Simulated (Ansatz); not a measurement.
Reactions of `NB([SiH3])CF`.

Gas-phase electronic energies from Ansatz, PBE0-D4/def2-TZVP geometries. CCSD(T)/CBS adds triple-zeta CCSD(T) − MP2 to the extrapolated MP2 energy (def2 sets, frozen cores). This one scheme is used for every species, atoms too. No spin–orbit coupling; open shells (•) take unrestricted orbitals. Spin–orbit coupling would lower the free atoms: a little for B, C, F, Si. Each species was taken in one conformer, which may not be the lowest.

(1) Order these by ΔE at CCSD(T)/CBS, lowest first. (Best estimate.)
A. `NB([SiH3])CF` + `N[Si](N)(O)O` → `N[Si](N)(O)O[SiH3]` + `NBCF`
B. `NB([SiH3])CF` + `C[SiH3]` → `NB([SiH3])C[SiH3]` + fluoromethane
C. `NB([SiH3])CF` → `B[Si](C)(N)F`
D. `NB([SiH3])CF` + CH₃OH → `COB(N)[SiH3]` + fluoromethane
E. `NB([SiH3])CF` → B• + C• + F• + 7 H• + N• + Si•
F. `NB([SiH3])CF` + HCl → `NB(Cl)CF` + SiH₄
G. `NB([SiH3])CF` → `[CH2]` (triplet) + `NB(F)[SiH3]`

Largest T1 diagnostic: 0.014, for B•.

Results:

(1) C (-34.0 kcal/mol), A (-29.3 kcal/mol), D (-25.1 kcal/mol), F (-20.5 kcal/mol), B (-0.8 kcal/mol), G (+62.1 kcal/mol), E (+1017.4 kcal/mol).
